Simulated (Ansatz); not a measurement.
Z-matrix (Å, degrees):
```
Ge
C 1 1.945
H 1 1.537 2 107.7
H 1 1.535 2 110.2 3 119.5
H 1 1.535 2 110.2 3 -119.5
C 2 1.322 1 125.7 3 179.9
H 2 1.088 1 118.4 3 -0.1
Br 6 1.887 2 123.5 1 0.0
H 6 1.083 2 124.8 1 -180.0
```

Charge 0, multiplicity 1.

Problem. List the ωB97M-V/def2-TZVPP orbital energies in eV (Ansatz). (Estimate.)

Solution. Computed: Occupied: -13157.00, -10866.48, -1709.32, -1537.53, -1537.45, -1537.45, -1362.34, -1210.06, -1210.06, -1210.05, -283.29, -281.89, -242.17, -181.92, -181.63, -181.62, -174.11, -123.36, -123.35, -123.34, -75.28, -75.20, -75.19, -74.96, -74.96, -36.17, -36.16, -36.15, -36.08, -36.08, -26.12, -23.47, -19.35, -17.40, -16.14, -13.75, -12.76, -11.89, -11.63, -11.40, -10.62, -9.66. Lowest empty: 1.31, 2.16, 2.75, 3.11, 3.29, 3.88, 4.12, 4.64.
